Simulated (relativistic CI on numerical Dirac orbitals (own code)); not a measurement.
# Radial parameters of I46+

Computed by Dirac-Coulomb-Breit CI, orbitals from a KLI potential per configuration, model QED (radiative potential, 1s self-energy scaled to tabulated hydrogen-like ionisation energies), unscaled Slater integrals (own radial code, finite nucleus).

Slater integrals F^k, G^k are unscaled and averaged over j, outside the closed core 1s2; ζ comes from projecting the Hamiltonian with its Breit term on Σ l·s of the shell.

- 2s2 2p3: F^2(2p,2p) = 975050, ζ(2p) = 1.7213e+06 cm⁻¹; <r>(2p) = 0.09737, <r^2>(2p) = 0.01149 (bohr units).
- 2s 2p4: F^2(2p,2p) = 973610, G^1(2s,2p) = 1.0366e+06, ζ(2p) = 1.7142e+06 cm⁻¹; <r>(2s) = 0.1123, <r^2>(2s) = 0.01486, <r>(2p) = 0.09751, <r^2>(2p) = 0.01153 (bohr units).
- 2p5: ζ(2p) = 1.7073e+06 cm⁻¹; <r>(2p) = 0.09769, <r^2>(2p) = 0.01157 (bohr units).

Averages of the first 10 configurations, taken without configuration mixing, which lowers the lowest level and can move excited configurations by several eV; other configurations of the list can lie among them:

| Configuration | Parity | States | Average energy above the lowest level (eV) |
| --- | --- | --- | --- |
| 2s2 2p3 | odd | 20 | 319.0 |
| 2s 2p4 | even | 30 | 759.1 |
| 2p5 | odd | 6 | 1241.4 |
| 2p4 3s | even | 30 | 5692.1 |
| 2p4 3p | odd | 90 | 5816.6 |
| 2p4 3d | even | 150 | 5932.0 |
| 2s2 2p2 3s | even | 30 | 4824.1 |
| 2s2 2p2 3p | odd | 90 | 4955.4 |
| 2s2 2p2 3d | even | 150 | 5071.1 |
| 2s 2p3 3s | odd | 80 | 5236.8 |
